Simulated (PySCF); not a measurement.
Point-charge models of `C(/CF)=C(\[C@@H]([SiH3])C)C#N` against its computed dipole.

Coordinates (GFN2-xTB, Å) and charges (e) from the PBE0/pcSseg-1 density (PySCF):

| atom | x | y | z | Mulliken | IAO | Hirshfeld | ESP-fitted |
| --- | --- | --- | --- | --- | --- | --- | --- |
| C1 | -1.727 | 1.012 | -0.992 | -0.2136 | -0.4175 | -0.1173 | -0.5019 |
| C2 | -0.960 | -0.211 | -0.492 | -0.4714 | -0.3549 | -0.0980 | +0.0941 |
| Si3 | -1.876 | -1.062 | 0.972 | +0.5331 | +0.5994 | +0.3164 | +0.2896 |
| C4 | 0.423 | 0.154 | -0.053 | -0.2145 | -0.0412 | +0.0145 | -0.3727 |
| C5 | 0.525 | 1.256 | 0.828 | +0.1111 | +0.1246 | +0.0868 | +0.5086 |
| N6 | 0.599 | 2.151 | 1.541 | -0.2309 | -0.2356 | -0.2076 | -0.4896 |
| C7 | 1.528 | -0.505 | -0.420 | -0.1326 | -0.1337 | -0.0253 | -0.0093 |
| C8 | 2.910 | -0.167 | 0.031 | +0.2459 | +0.0358 | +0.0274 | +0.0847 |
| F9 | 3.687 | -1.299 | 0.064 | -0.3384 | -0.3236 | -0.1213 | -0.2406 |
| H10 | -1.829 | 1.756 | -0.204 | +0.1395 | +0.1488 | +0.0404 | +0.1602 |
| H11 | -1.209 | 1.476 | -1.831 | +0.1254 | +0.1465 | +0.0416 | +0.1479 |
| H12 | -2.722 | 0.724 | -1.323 | +0.1256 | +0.1469 | +0.0464 | +0.1380 |
| H13 | -0.871 | -0.930 | -1.313 | +0.1441 | +0.1498 | +0.0478 | +0.0833 |
| H14 | -1.993 | -0.103 | 2.067 | -0.0499 | -0.1039 | -0.0682 | -0.0469 |
| H15 | -3.193 | -1.461 | 0.479 | -0.0804 | -0.1141 | -0.0728 | -0.0823 |
| H16 | -1.085 | -2.226 | 1.372 | -0.0711 | -0.1104 | -0.0741 | -0.0809 |
| H17 | 1.460 | -1.348 | -1.094 | +0.1069 | +0.1677 | +0.0602 | +0.1328 |
| H18 | 2.926 | 0.270 | 1.035 | +0.1388 | +0.1595 | +0.0506 | +0.1016 |
| H19 | 3.399 | 0.522 | -0.673 | +0.1325 | +0.1557 | +0.0530 | +0.0836 |

Q: What dipole does each set of charges give (1 e·Å = 4.803 D), and what does the density give?

A: The full density gives (-1.45, -1.39, -2.52) D, 3.22 D in size; dipole vectors point from the negative to the positive end.

```tsv
scheme	μx	μy	μz	size (D)	share of the full size (%)	angle to the full dipole (°)
Mulliken	-2.46	0.11	-0.79	2.59	80	50
IAO	-2.39	-0.45	-1.36	2.78	86	33
Hirshfeld	-0.97	-1.17	-1.48	2.12	66	8
ESP-fitted	-1.47	-1.37	-2.54	3.24	101	1
```

Q: Which set comes closest?

A: Length of the difference vector: ESP-fitted 0.03 D, Hirshfeld 1.16 D, IAO 1.76 D, Mulliken 2.50 D. Closest: ESP-fitted. 

Q: What is left for the Hirshfeld atoms' own dipoles?

A: The Hirshfeld atoms' densities add up to the full density, so μ = Σ q r + Σ (atomic dipoles). The atomic dipoles sum to (-1.45, -1.39, -2.52) − (-0.97, -1.17, -1.48) = (-0.48, -0.22, -1.04) D, 1.16 D in size.

Q: With the origin at the mean of the coordinates, (-0.001, 0.000, 0.000) Å, which are the largest single terms, by size, of the Hirshfeld dipole along the direction of the full one?

A: N6 +2.39, Si3 +0.82, F9 +0.67, C1 -0.63, C5 -0.59 D; all 19 atoms together +2.10 D. The single terms depend on the origin, their sum doesn't.

Q: Give the size of the full dipole in other units.

A: 3.22 D = 1.267 au = 0.671 e·Å = 10.74 × 10⁻³⁰ C·m.

One conformer (not necessarily the lowest) at the GFN2-xTB geometry, without solvent, vibrations or thermal averaging.

Conformer computed: `[CH3:1][C@H:2]([SiH3:3])/[C:4]([C:5]#[N:6])=[CH:7]/[CH2:8][F:9]`: C1–C2–C4–C5 49°, C4–C7–C8–F9 150°.
